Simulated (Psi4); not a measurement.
H$_{7}$FOSi$_{3}$ (SMILES O[Si](F)([SiH3])[SiH3]), singlet, geometry from GFN2-xTB; PBE/6-31G* run with Psi4 1.11.

The Psi4 input:
```
memory 2 GB

molecule {
0 1
O    -0.17309959    1.48064875    1.13465632
Si   -0.01171876    0.30281940    0.01002114
F     0.09356194    1.26421062   -1.28952389
Si    2.05299128   -0.72411027    0.22290871
Si   -1.99891697   -0.86568739   -0.20974162
H    -0.26315413    1.31240421    2.06504443
H     2.09736128   -1.50846557    1.46720298
H     3.20923915    0.17655173    0.27748156
H     2.29124837   -1.66513851   -0.87493900
H    -3.20242666   -0.04632576   -0.38706667
H    -1.94262933   -1.79839624   -1.33859449
H    -2.23987691   -1.67601957    0.99470033
}

set {
  basis 6-31g*
}

energy('pbe')
print_variables()
```

What the program printed (banner, timings and long lists left out):

```
   => Loading Basis Set <=

    Name: 6-31G*
    Role: ORBITAL
    Keyword: BASIS

         ---------------------------------------------------------
                                   SCF
               by Justin Turney, Rob Parrish, Andy Simmonett
                          and Daniel G. A. Smith
                              RKS Reference
         ---------------------------------------------------------

  ==> Geometry <==

    Molecular point group: c1
    Full point group: C1

    Geometry (in Angstrom), charge = 0, multiplicity = 1:

       Center              X                  Y                   Z               Mass
    ------------   -----------------  -----------------  -----------------  -----------------
         O           -0.174235979428     1.429457506885     1.162282811140    15.994914619570
         SI          -0.012855149428     0.251628156885     0.037647631140    27.976926534650
         F            0.092425550572     1.213019376885    -1.261897398860    18.998403162730
         SI           2.051854890572    -0.775301513115     0.250535201140    27.976926534650
         SI          -2.000053359428    -0.916878633115    -0.182115128860    27.976926534650
         H           -0.264290519428     1.261212966885     2.092670921140     1.007825032230
         H            2.096224890572    -1.559656813115     1.494829471140     1.007825032230
         H            3.208102760572     0.125360486885     0.305108051140     1.007825032230
         H            2.290111980572    -1.716329753115    -0.847312508860     1.007825032230
         H           -3.203563049428    -0.097517003115    -0.359440178860     1.007825032230
         H           -1.943765719428    -1.849587483115    -1.310967998860     1.007825032230
         H           -2.241013299428    -1.727210813115     1.022326821140     1.007825032230

  Running in c1 symmetry.

  Rotational constants: A =      0.09435  B =      0.05034  C =      0.04341 [cm^-1]
  Rotational constants: A =   2828.52261  B =   1509.17572  C =   1301.31133 [MHz]
  Nuclear repulsion =  370.005208519820428

  Charge       = 0
  Multiplicity = 1
  Electrons    = 66
  Nalpha       = 33
  Nbeta        = 33

  ==> Algorithm <==

  SCF Algorithm Type is DF.
  DIIS enabled.
  MOM disabled.
  Fractional occupation disabled.
  Guess Type is SAD.
  Energy threshold   = 1.00e-06
  Density threshold  = 1.00e-06
  Integral threshold = 1.00e-12

  ==> Primary Basis <==

  Basis Set: 6-31G*
    Blend: 6-31G*
    Number of shells: 50
    Number of basis functions: 101
    Number of Cartesian functions: 101
    Spherical Harmonics?: false
    Max angular momentum: 2

  ==> DFT Potential <==

   => LibXC <=

    Version 7.1.2
    S. Lehtola, C. Steigemann, M. J. T. Oliveira, and M. A. L. Marques,  SoftwareX 7, 1–5 (2018) (10.1016/j.softx.2017.11.002)

   => Composite Functional: PBE <=

    PBE GGA Exchange-Correlation Functional

    J.P. Perdew et. al., Phys. Rev. Lett., 77(18), 3865-3868, 1996

    Deriv               =              1
    GGA                 =           TRUE
    Meta                =          FALSE

    Exchange Hybrid     =          FALSE
    MP2 Hybrid          =          FALSE

   => Exchange Functionals <=

    1.0000     XC_GGA_X_PBE

   => Correlation Functionals <=

    1.0000     XC_GGA_C_PBE

   => LibXC Density Thresholds  <==

    XC_GGA_C_PBE:  1.00E-12
    XC_GGA_X_PBE:  1.00E-15

   => Molecular Quadrature <=

    Radial Scheme          =       TREUTLER
    Pruning Scheme         =           NONE
    Nuclear Scheme         =       TREUTLER

    Blocking Scheme        =         OCTREE
    BS radius alpha        =              1
    Pruning alpha          =              1
    Radial Points          =             75
    Spherical Points       =            302
    Total Points           =         257895
    Total Blocks           =           1960
    Max Points             =            256
    Max Functions          =             98
    Weights Tolerance      =       1.00E-15

   => Loading Basis Set <=

    Name: (6-31G* AUX)
    Role: JKFIT
    Keyword: DF_BASIS_SCF

  ==> Integral Setup <==

  SCF_SUBTYPE=INCORE selected. In-core MEM_DF algorithm will be used.
  Using in-core AOs.

  ==> MemDFJK: Density-Fitted J/K Matrices <==

    J tasked:                   Yes
    K tasked:                    No
    wK tasked:                   No
    Algorithm:                 Core
    Schwarz Cutoff:           1E-12
    Mask sparsity (%):       2.5096
    Fitting Condition:        1E-10

   => Auxiliary Basis Set <=

  Basis Set: (6-31G* AUX)
    Blend: CC-PVDZ-JKFIT
    Number of shells: 219
    Number of basis functions: 727
    Number of Cartesian functions: 727
    Spherical Harmonics?: false
    Max angular momentum: 3

  Minimum eigenvalue in the overlap matrix is 4.1032452956E-03.
  Reciprocal condition number of the overlap matrix is 6.5866824039E-04.
    Using symmetric orthogonalization.

  ==> Pre-Iterations <==

  SCF Guess: Superposition of Atomic Densities via on-the-fly atomic UHF (no occupation information).

   -------------------------
    Irrep   Nso     Nmo
   -------------------------
     A        101     101
   -------------------------
    Total     101     101
   -------------------------

  ==> Iterations <==

                           Total Energy        Delta E     RMS |[F,P]|

   @DF-RKS iter SAD: -1046.59550641232772   -1.04660e+03   0.00000e+00
   @DF-RKS iter   1: -1046.85391955144382   -2.58413e-01   7.89411e-03 DIIS/ADIIS
   @DF-RKS iter   2: -1045.89170666511723    9.62213e-01   1.67240e-02 DIIS/ADIIS
   @DF-RKS iter   3: -1047.09877085113180   -1.20706e+00   2.25882e-03 DIIS/ADIIS
   @DF-RKS iter   4: -1047.12772250252851   -2.89517e-02   1.08457e-03 DIIS/ADIIS
   @DF-RKS iter   5: -1047.13159651483556   -3.87401e-03   5.60642e-04 DIIS/ADIIS
   @DF-RKS iter   6: -1047.13276155695530   -1.16504e-03   9.29838e-05 DIIS
   @DF-RKS iter   7: -1047.13281403056976   -5.24736e-05   2.52707e-05 DIIS
   @DF-RKS iter   8: -1047.13281829346852   -4.26290e-06   7.32460e-06 DIIS
   @DF-RKS iter   9: -1047.13281859564768   -3.02179e-07   9.77990e-07 DIIS
  Energy and wave function converged.

  ==> Post-Iterations <==

   Electrons on quadrature grid:
      Ntotal   =   66.0000303718 ; deviation = 3.037e-05

    Orbital Energies [Eh]
    ---------------------

    Doubly Occupied:

       1A    -65.473912     2A    -65.407390     3A    -65.407353
       4A    -24.254706     5A    -18.786750     6A     -5.101375
       7A     -5.050353     8A     -5.050309     9A     -3.514629
      10A     -3.512880    11A     -3.510512    12A     -3.460734
      13A     -3.460699    14A     -3.460591    15A     -3.460555
      16A     -3.460311    17A     -3.460277    18A     -1.063097
      19A     -0.929999    20A     -0.540169    21A     -0.495210
      22A     -0.494211    23A     -0.423407    24A     -0.371962
      25A     -0.367754    26A     -0.337940    27A     -0.321465
      28A     -0.319893    29A     -0.313599    30A     -0.313278
      31A     -0.299586    32A     -0.290105    33A     -0.233752

    Virtual:

      34A     -0.055183    35A     -0.046726    36A      0.003914
      37A      0.020674    38A      0.042577    39A      0.047369
      40A      0.054649    41A      0.093813    42A      0.101243
      43A      0.115726    44A      0.117035    45A      0.179796
      46A      0.197204    47A      0.202380    48A      0.205018
      49A      0.217951    50A      0.225611    51A      0.229009
      52A      0.254194    53A      0.322875    54A      0.329955
      55A      0.383963    56A      0.392488    57A      0.436784
      58A      0.492041    59A      0.514977    60A      0.574230
      61A      0.584215    62A      0.595696    63A      0.616873
      64A      0.620996    65A      0.640268    66A      0.645554
      67A      0.661486    68A      0.671030    69A      0.800546
      70A      0.846213    71A      0.855588    72A      0.879840
      73A      0.981867    74A      0.986691    75A      1.063815
      76A      1.076160    77A      1.107086    78A      1.109049
      79A      1.117643    80A      1.124113    81A      1.138873
      82A      1.203443    83A      1.312030    84A      1.319783
      85A      1.349854    86A      1.660718    87A      1.669819
      88A      1.720128    89A      1.776247    90A      1.811062
      91A      1.868996    92A      1.961198    93A      1.974645
      94A      2.362190    95A      2.509160    96A      2.737863
      97A      2.818958    98A      2.836509    99A      2.924918
     100A      3.587696   101A      4.256824

    Final Occupation by Irrep:
              A
    DOCC [    33 ]
    NA   [    33 ]
    NB   [    33 ]

  @DF-RKS Final Energy: -1047.13281859564768

   => Energetics <=

    Nuclear Repulsion Energy =            370.0052085198204281
    One-Electron Energy =               -2188.8682229751666455
    Two-Electron Energy =                 855.5723986066374209
    DFT Exchange-Correlation Energy =     -83.8422027469388382
    Empirical Dispersion Energy =           0.0000000000000000
    VV10 Nonlocal Energy =                  0.0000000000000000
    Total Energy =                      -1047.1328185956476773

Computation Completed

Properties will be evaluated at   0.000000,   0.000000,   0.000000 [a0]

Properties computed using the SCF density matrix

 Multipole Moments:

 ------------------------------------------------------------------------------------
     Multipole            Electronic (a.u.)      Nuclear  (a.u.)        Total (a.u.)
 ------------------------------------------------------------------------------------

 L = 1.  Multiply by 2.5417464519 to convert [e a0] to [Debye]
 Dipole X            :          0.0711061           -0.1417323           -0.0706262
 Dipole Y            :          5.9477591           -6.3846699           -0.4369108
 Dipole Z            :         -2.6219533            3.4456290            0.8236757
 Magnitude           :                                                    0.9350512

 ------------------------------------------------------------------------------------

  Variable Map:
  ----------------------------------------------------------------------------
  "CURRENT ENERGY"              =>   -1047.132818595648
  "CURRENT REFERENCE ENERGY"    =>   -1047.132818595648
  "DD SOLVATION ENERGY"         =>       0.000000000000
  "DFT FUNCTIONAL TOTAL ENERGY" =>   -1047.132818595648
  "DFT TOTAL ENERGY"            =>   -1047.132818595648
  "DFT VV10 ENERGY"             =>       0.000000000000
  "DFT XC ENERGY"               =>     -83.842202746939
  "GRID ELECTRONS ALPHA"        =>      33.000015185917
  "GRID ELECTRONS BETA"         =>      33.000015185917
  "GRID ELECTRONS TOTAL"        =>      66.000030371834
  "NUCLEAR REPULSION ENERGY"    =>     370.005208519820
  "ONE-ELECTRON ENERGY"         =>   -2188.868222975167
  "PCM POLARIZATION ENERGY"     =>       0.000000000000
  "PE ENERGY"                   =>       0.000000000000
  "SCF ITERATION ENERGY"        =>   -1047.132818595648
  "SCF ITERATIONS"              =>       9.000000000000
  "SCF TOTAL ENERGY"            =>   -1047.132818595648
  "TWO-ELECTRON ENERGY"         =>     855.572398606637
  "XC GRID RADIAL POINTS"       =>      75.000000000000
  "XC GRID SPHERICAL POINTS"    =>     302.000000000000
  "XC GRID TOTAL POINTS"        =>  257895.000000000000

  Array Variable Map:
  ----------------------------------------------------------------------------
  "CURRENT DIPOLE"              =>      -0.070626219604 ... 0.823675697699 1 by 3
  "SCF DIPOLE"                  =>      -0.070626219604 ... 0.823675697699 1 by 3
  "SCF TOTAL ENERGIES"          =>   -1046.595506412328 ... -1047.132818595648 1 by 10
```
